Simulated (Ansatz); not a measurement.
Molecule: C6H13O, charge 0, multiplicity 2. It need not be the lowest isomer of its formula. SMILES: CCCCC[CH]O
Geometry from a B3LYP-D3(BJ)/def2-TZVP (Ansatz, a first-principles code) optimisation:
```
C
H 1 1.0960
H 1 1.0962 2 105.97
C 1 1.5255 2 109.32 3 -117.76
H 4 1.0943 1 109.76 2 -64.12
H 4 1.0945 5 106.15 1 118.43
C 1 1.5269 2 109.23 3 117.55
H 7 1.0948 1 109.14 2 64.37
H 7 1.0949 8 106.07 1 -117.47
C 7 1.5260 8 109.58 9 -118.20
H 10 1.0915 7 111.51 8 57.98
H 10 1.0927 11 107.74 7 122.12
H 10 1.0928 11 107.74 12 115.75
C 4 1.5428 5 108.86 6 117.40
H 14 1.0937 4 109.13 5 62.63
H 14 1.0996 15 105.98 4 -116.68
C 14 1.4859 15 108.63 16 -117.70
O 17 1.3731 14 119.30 15 169.16
H 18 0.9649 17 109.32 14 -27.30
H 17 1.0821 18 111.46 19 -177.12
```
Charge 0, spin multiplicity 2.

Quantity: atomisation energy (electronic, to ground-state atoms), in eV. Cores are frozen in the correlated levels unless marked. UHF or UKS for open shells. Spin-orbit coupling is left out. Non-relativistic. The coupled-cluster limit lacks core correlation, which all-electron functionals hold. CBS marks a two-point X^-3 extrapolation of the correlation energy; Hartree-Fock from the larger set. The bracket is a focal-point correction in the basis named.

```csv
level,program,atomisation energy (eV)
B3LYP-D4/def2-TZVPD,Ansatz + dftd4,81.75
PBE0/STO-3G,Ansatz,97.16
PBE0-D3(BJ)/def2-TZVPD,Ansatz + dftd3,(withheld)
r2SCAN0/def2-TZVPD,Ansatz,(withheld)
LC-wPBE/def2-TZVPD,Ansatz,(withheld)
B2GP-PLYP-D3(BJ)/def2-TZVPD,Ansatz + dftd3,80.75
B2GP-PLYP-D4/def2-TZVPD,Ansatz + dftd4,80.70
B2PLYP-D3(BJ)/def2-TZVPD,Ansatz + dftd3,80.99
RPA@PBE/cc-pVTZ,Ansatz,76.65
CCSD/cc-pVTZ,Ansatz,78.91
"RI-MP2/CBS(cc-pVTZ,cc-pVQZ)+[CCSD(T)-MP2]/cc-pVTZ",Ansatz,81.75
```

Problem. Complete the blanks.

Solution. 
- PBE0-D3(BJ)/def2-TZVPD, atomisation energy (eV): 82.38
- r2SCAN0/def2-TZVPD, atomisation energy (eV): 81.06
- LC-wPBE/def2-TZVPD, atomisation energy (eV): 81.80
